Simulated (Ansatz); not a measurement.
Species: CH3Se, net charge -1, singlet state. SMILES of the parent species: C[Se]
Geometry from a B3LYP-D3(BJ)/def2-TZVP (Ansatz, a first-principles code) optimisation:
```xyz
5

C     -1.5501     0.0161    -0.0333
Se     0.4446    -0.0046     0.0095
H     -1.9271    -0.5961    -0.8570
H     -1.9249     1.0344    -0.1674
H     -1.9625    -0.3779     0.8995
```
Charge -1, spin multiplicity 1.

Parts of the frozen-core correlation energy in STO-3G (Ansatz, hartree). Frozen orbitals: 15; correlated occupied orbitals by spin: 7 and 7; virtual: 4 and 4. No spin-orbit coupling. Non-relativistic.

```
term                             value
-------------------------  -----------
reference (HF)             -2412.55590
MP2 opposite-spin             -0.06027
MP2 same-spin                 -0.00586
CCSD correlation              -0.08832
(T)                           -0.00043
FCI minus CCSD(T)             -0.00022
T1 diagnostic                    0.004
largest doubles amplitude        0.112
```
